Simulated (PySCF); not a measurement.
CH2NO, charge +1. Atoms are numbered in the order given.

```xyz
5

N      0.0125     1.2062     0.0000
C      0.0123     0.0658     0.0000
O     -0.1117    -1.1681     0.0000
H      0.0249     2.2153     0.0000
H      0.7073    -1.7094     0.0000
```
Charge +1, spin multiplicity 1.

Geometry optimised at B3LYP-D3(BJ)/def2-TZVP. The isomer is the one that the SMILES or the coordinates give; other isomers of the formula were not compared.

Level of theory: PBE/def2-TZVPD (PySCF).

Symmetry labels are those of the subgroup Cs that the program uses (full group Cs).

Task: List the valence orbital energies around the gap with their symmetry. (The exact figures need the calculation; the answer reports its results.)

Result: 
```json
[
 {"orbital": "HOMO−7", "symmetry": "A'", "energy (eV)": "-36.37"},
 {"orbital": "HOMO−6", "symmetry": "A'", "energy (eV)": "-31.66"},
 {"orbital": "HOMO−5", "symmetry": "A'", "energy (eV)": "-24.58"},
 {"orbital": "HOMO−4", "symmetry": "A'", "energy (eV)": "-23.27"},
 {"orbital": "HOMO−3", "symmetry": "A'", "energy (eV)": "-19.63"},
 {"orbital": "HOMO−2", "symmetry": "A\"", "energy (eV)": "-19.15"},
 {"orbital": "HOMO−1", "symmetry": "A'", "energy (eV)": "-16.38"},
 {"orbital": "HOMO", "symmetry": "A\"", "energy (eV)": "-15.63"},
 {"orbital": "LUMO", "symmetry": "A'", "energy (eV)": "-8.10"},
 {"orbital": "LUMO+1", "symmetry": "A\"", "energy (eV)": "-7.26"},
 {"orbital": "LUMO+2", "symmetry": "A'", "energy (eV)": "-7.08"},
 {"orbital": "LUMO+3", "symmetry": "A'", "energy (eV)": "-5.10"}
]
```
